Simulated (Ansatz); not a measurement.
Reaction (isomerisation): `C=N[SiH2]CF` → `C[SiH2]/N=C/F`

Program: Ansatz. Geometries: PBE0-D4/def2-TZVP. ΔE: electronic, gas phase. CBS: MP2 limit from def2 TZ/QZ plus the TZ coupled-cluster correction, frozen cores. Functionals use def2-TZVPP. One conformer a species, not always the lowest.

| level | ΔE (kJ/mol) | difference from CCSD(T)/CBS |
| --- | --- | --- |
| LDA (SPW92) | -118.7 | -18.6 |
| r2SCAN-D4 | -112.9 | -12.8 |
| ωB97M-V | -104.8 | -4.7 |
| PBE0 | -108.4 | -8.3 |
| r2SCAN0 | -112.4 | -12.3 |
| BHLYP | -101.2 | -1.1 |
| HF/def2-SVP | -97.3 | 2.8 |
| MP2/def2-SVP | -112.7 | -12.6 |
| MP2/def2-QZVPP | -108.9 | -8.8 |
| HF/CBS(def2) | -96.5 | 3.6 |
| CCSD(T)/CBS | -100.1 | 0 |

**Question.** What do rigid-rotor, harmonic-oscillator terms from PBE0-D4/def2-TZVP frequencies (298.15 K, 1 bar) make of the CCSD(T)/CBS value? (Estimate.)

**Answer.** The calculation gave: ΔZPE = -0.3 kJ/mol, ΔH = -100.1 kJ/mol, ΔS = -1 J/(mol·K), ΔG = -100.0 kJ/mol.

Largest T1 diagnostic among the species: 0.013.

Leaving LDA and LC-ωPBE aside and taking each functional with its dispersion term where it has one, the values, not all of them listed here, spread over 14.4 kJ/mol, from r2SCAN-D4 to BLYP-D4. LDA lies −10.9 kJ/mol from PBE without D4. In def2-TZVPP, CCSD(T) changes the Hartree–Fock value by −5.4 kJ/mol (the triples alone add −1.7 kJ/mol) and MP2 by −13.4 kJ/mol.

CCSD(T)/CBS has its own doubt, a few kJ/mol and more with outer-core shells, so smaller differences from it don't rank the levels.
